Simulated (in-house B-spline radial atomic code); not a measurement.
How numerical settings move a run on Te III (Te2+), [Kr] 4d10 5s2 5p2. Computed with an all-electron radial atomic-structure program (B-spline basis): non-relativistic PBE, spherical fractional occupations, point nucleus.

Command:
```bash
python run_scf.py task.json out
```
Settings of the sound reference run:
```
Z                52
electrons        50
configuration    [Kr] 4d10 5s2 5p2
hamiltonian      nr
method           pbe,pbe
spin_polarised   False
knot_spacing     0.22
spline_order     8
gauss_points     12
box_radius       22.22
max_iterations   70
damping          0.5
damped_steps     3
diis_vectors     10
tolerance        1e-08
start            Thomas-Fermi
```

Time taken, with all properties: 0.14 s on 1 thread of AMD EPYC 9R45 96-Core Processor (shared host).

It converges in 9 iterations to -6612.750958 hartree, with 5p at -22.2435 eV. The other runs change the listed settings, some to values that make no sense; their results aren't properties of the atom or ion. Radii are in bohr (the nuclear one in fm), a minus after a letter asks for a j subshell, and «unchanged» means within 1e-8 hartree. The run stops when the residual is below 10 × tolerance × max(1, Z/10), or a noise floor if that is larger, and the energy moves by less than 1e-8 × √|E| hartree; so very loose and very tight tolerances often act alike.

```tsv
changed settings	outcome
electrons = 53, configuration = [Kr] 4d10 5s2 5p2 6s3, max_iterations = 100	stopped with error: shell 6s holds at most 2 electrons
spline_order = 6, max_iterations = 3, start = bare nucleus	not converged after 3 iterations, last residual 8.8e-01, last energy +1.31e+01 hartree from the reference
max_iterations = 3, damping = 0.95, damped_steps = 1	not converged after 3 iterations, last residual 4.2e-01, last energy +6.08e+00 hartree from the reference
first_knot = 0.0577	converged in 9 iterations, energy +5.78e-03 hartree from the reference, 5p level -1.2e-05 eV
hamiltonian = dirac, method = r2scan, nucleus = fermi, rms_radius = 4.7423, mass_number = 130, atomic_mass = 129.9062, speed_of_light = 137.036	stopped with error: meta-GGAs are not served with the Dirac Hamiltonian
first_knot = 0.00192	converged in 9 iterations, energy +2.45e-06 hartree from the reference, 5p level +3.9e-07 eV
gauss_points = 5, box_radius = 88.88, max_iterations = 75, diis_vectors = 20, start = bare nucleus	converged in 11 iterations, energy +6.73e-08 hartree from the reference, 5p level +1.3e-05 eV
diis_vectors = 4	converged in 10 iterations, energy unchanged, 5p level +1.9e-05 eV
first_knot = 0.00577	converged in 9 iterations, energy +2.48e-06 hartree from the reference, 5p level +3.7e-07 eV
first_knot = 1.92e-05	converged in 8 iterations, energy +4.04e-06 hartree from the reference, 5p level +2.4e-04 eV
diis_vectors = 20	converged in 9 iterations, energy unchanged
first_knot = 0.0192	converged in 9 iterations, energy +5.67e-06 hartree from the reference, 5p level -8.1e-06 eV
diis_vectors = 0	converged in 19 iterations, energy unchanged, 5p level +1.5e-05 eV
diis_vectors = 2	converged in 13 iterations, energy unchanged, 5p level +1.9e-05 eV
first_knot = 0.000192	converged in 9 iterations, energy +4.15e-06 hartree from the reference, 5p level -7.4e-06 eV
```

(1) What happens with damped_steps = 1?

(2) What happens with damped_steps = 8?

(3) What happens with diis_vectors = 1?

(4) What happens with first_knot = 0.000192, max_iterations = 75, diis_vectors = 0?

Results:

(1) Converged in 9 iterations, energy unchanged, 5p level +1.6e-05 eV.

(2) Converged in 13 iterations, energy unchanged, 5p level +1.5e-05 eV.

(3) Not converged after 70 iterations, last residual 1.3e-04, last energy +5.19e-07 hartree from the reference.

(4) Converged in 16 iterations, energy +4.15e-06 hartree from the reference, 5p level +1.2e-05 eV.
